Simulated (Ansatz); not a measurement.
Al2Si2, relaxed as a triplet with UKS PBE-D4/def2-TZVP in Ansatz, starting from the PBE-D4/def2-TZVP geometry of the neutral singlet. Force threshold 0.02 eV/Å.

The structure comes from a short search, and lower isomers may exist.

Start:

Cartesian coordinates in Å:
```
Al 0.713 -0.870 -0.447
Al -0.709 0.873 0.449
Si -0.237 -1.134 1.831
Si 0.233 1.132 -1.833
```

Question: Estimate the energy that the relaxation releases and the steps that it takes.

Answer: 0.61 eV, in 19 steps; 26 s on 4 threads of Arm Neoverse V2 on a shared host. The force fell under the threshold at step 4, but the optimiser went on and released 0.025 eV more. No frequencies were taken in this run, so the end may be a saddle point.

Question: Does the start keep its bonding and symmetry?

Answer: By distances, no bond broke or formed. The bond that changes most is Al1–Al2, from 2.42 to 2.89 Å (atoms count from 1). Point group D2h at the start, C2v at the end, both within 0.05 Å.

Question: Predict the relaxed structure.

Answer: 
```xyz
4

Al    1.052   -0.923   -0.435
Al   -0.643    1.155    0.632
Si   -0.406   -1.089    1.475
Si   -0.002    0.856   -1.671
```
Bond lengths (bridged metal pairs left out): 4 × Al–Si 2.41 Å; 1 × Al–Al 2.89 Å.
